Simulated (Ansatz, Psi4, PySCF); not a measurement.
C₅H₈O, charge +1, doublet, geometry from GFN2-xTB (a state made from the parent by changing its charge; the spin is typed, not shown lowest). Base run: REVPBE/6-31G* (PySCF).

The PySCF input:
```python
from pyscf import gto, scf, dft

mol = gto.M(
    atom='''
O     0.74828079    1.76165852   -0.87055022
C     0.35903795    0.82035674   -0.28073641
C     1.15403302   -0.42700155    0.10013699
C     0.14111989   -1.54273494    0.22540231
C    -1.23220723   -0.89919179    0.35850748
C    -1.03876203    0.59993036    0.29293917
H     1.97302335   -0.63175095   -0.59064343
H     1.59368435   -0.13424462    1.06248479
H     0.39423810   -2.19185854    1.07437979
H     0.16505890   -2.21222786   -0.63982249
H    -1.74254209   -1.17431508    1.29140036
H    -1.90037894   -1.25870733   -0.42949521
H    -1.81040530    1.13337413   -0.26385032
H    -0.95825419    1.06830919    1.28245125
''',
    basis='6-31g*',
    charge=1,
    spin=1,
    verbose=4,
)

mf = dft.UKS(mol)
mf.xc = 'revpbe'
mf.kernel()
```

The same geometry, method and basis name were run in Ansatz (a quantum-chemistry and plane-wave program) and Psi4 and PySCF, at each program's defaults and at the settings that a row names. The base is PySCF at its defaults. Differences at the defaults can come from grids, fitting, cores and function types together.

```tsv
code and settings	ΔE vs base (mEh)	basis functions	E (Eh)	SCF cycles
PySCF, defaults (exact integrals, its default grid, spherical functions)	0.000	100	-270.16071	13
Psi4, defaults (density fitting with its default set, its default grid, Cartesian functions)	-3.924	106	-270.16463	11
Ansatz, defaults (factorised integrals, its default grid, Cartesian functions)	-3.825	106	-270.16453	-
PySCF, density fitting with def2-universal-jkfit	-0.154	100	-270.16086	13
PySCF, fine grid	-0.003	100	-270.16071	13
Psi4, exact integrals, spherical functions, fine grid	-0.002	100	-270.16071	16
Ansatz, high accuracy, Cartesian functions as the basis file defines them	-3.823	106	-270.16453	-
```

Open shells are given as the SCF converged; they aren't shown to be the lowest states, and a large step between rows can be another state.
